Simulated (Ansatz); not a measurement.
Geometry optimisation, Ansatz, RKS r2SCANh-D4/def2-SVP.

Input:

```yaml
crystal:
  periodic: [false, false, false]
  atoms:
    - { symbol: Cl, position_ang: [1.03149, 1.12751, -1.44502] }
    - { symbol: C, position_ang: [-0.68188, 0.5029, -1.01745] }
    - { symbol: Al, position_ang: [0.08764, -0.51315, 0.41991] }
    - { symbol: Cl, position_ang: [-0.8269, -2.02271, 1.59097] }
    - { symbol: H, position_ang: [-1.16551, 1.41858, -0.60948] }
    - { symbol: H, position_ang: [1.55516, -0.51313, 1.06108] }
total_charge: -1
basis:
  gaussian: { orbitals: def2-SVP }
hamiltonian:
  xc: r2scanh
  dispersion: d4
relax:
  f_tol: 0.02
  max_steps: 50
output:
  orbitals: {}
```

Command:

```bash
$ ansatz run input.yaml --threads 2 --pin off --max-ram 3072MiB --backend cpu --events-out ev --progress --plain --runs-dir out
```

Where does it end, and by what steps?

The run converged. Limits of this set-up: an anion without diffuse functions. After 7 steps the energy has fallen by 0.859 eV; Cl1 moved furthest, 0.64 Å.

```json
{"step": "0", "energy less start (eV)": "0.0000", "largest force component (eV/Å)": "1.212", "accepted": "yes"}
{"step": "1", "energy less start (eV)": "-0.3111", "largest force component (eV/Å)": "1.053", "accepted": "yes"}
{"step": "2", "energy less start (eV)": "-0.4638", "largest force component (eV/Å)": "1.592", "accepted": "yes"}
{"step": "3", "energy less start (eV)": "-0.5730", "largest force component (eV/Å)": "1.769", "accepted": "yes"}
{"step": "4", "energy less start (eV)": "-0.8085", "largest force component (eV/Å)": "0.780", "accepted": "yes"}
{"step": "5", "energy less start (eV)": "-0.8517", "largest force component (eV/Å)": "0.157", "accepted": "yes"}
{"step": "6", "energy less start (eV)": "-0.8546", "largest force component (eV/Å)": "0.211", "accepted": "yes"}
{"step": "7", "energy less start (eV)": "-0.8587", "largest force component (eV/Å)": "0.014", "accepted": "yes"}
```

```xyz
6
Properties=species:S:1:pos:R:3
Cl 0.821 1.704 -1.608
C -0.317 0.667 -0.657
Al 0.262 -0.573 0.561
Cl -1.189 -1.780 1.681
H -1.339 0.930 -0.951
H 1.762 -0.948 0.975
```

The run took 17 s on 2 threads of Intel(R) Xeon(R) Platinum 8375C CPU @ 2.90GHz (Ice Lake), on a shared host, peak memory 0.22 GiB.
